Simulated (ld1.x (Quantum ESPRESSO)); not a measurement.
Values are calculated unless marked as measured or tabulated.
## Potentials for S compared

Generated with ld1.x 7.5 (TM, RRKJ, ultrasoft, PAW), atompaw 4.2 or ONCVPSP 4.0.1. The cutoff is in Ry: for ld1.x and atompaw files where the sum of valence levels is converged to 10 mRy in a Bessel basis, for ONCV files where the hardest occupied wave has 1 mHa per electron of residual kinetic energy. The error is the largest all-electron minus pseudo excitation energy over each file’s own four to seven test configurations (ionisations up to +4, promotions, holes and added fractions of an electron), all of which were solved. The labels leave out finer settings (local radius, basis sizes, second energies), which also bear on the numbers. Spin-polarised tests are not counted. The rows are a selection from randomly drawn settings: files with unsolved tests, undetermined cutoffs or missed reference levels are left out.

| potential | cutoff (Ry) | largest error (meV) | bound ghosts |
| --- | --- | --- | --- |
| ultrasoft, LDA (PZ), scalar-relativistic, rc 1.60/1.55/1.35 (spd), local smoothed, core correction no, reference 3s2 3p4 | 18 | +333 | none |
| TM, LDA (PZ), scalar-relativistic, rc 1.25/1.70/1.25 (spd), local smoothed, core correction no, reference 3s2 3p4 | 40 | +395 | none |
| TM, BP86, fully relativistic, rc 1.00/1.60 (sp), local s, core correction no, reference 3s1 3p5 | 70 | +591 | none |
| TM, PBE, non-relativistic, rc 1.00/1.55/1.45 (spd), local s, core correction yes, reference 3s2 3p1 | 110 | +133 | none |

(1) Fill in the row for S: ultrasoft, PBE, scalar-relativistic, rc 1.30/1.75/1.35 (spd), local smoothed, core correction yes, reference 3s2 3p4.

Answers

(1) cutoff 21 Ry, largest error +83 meV, bound ghosts: none.
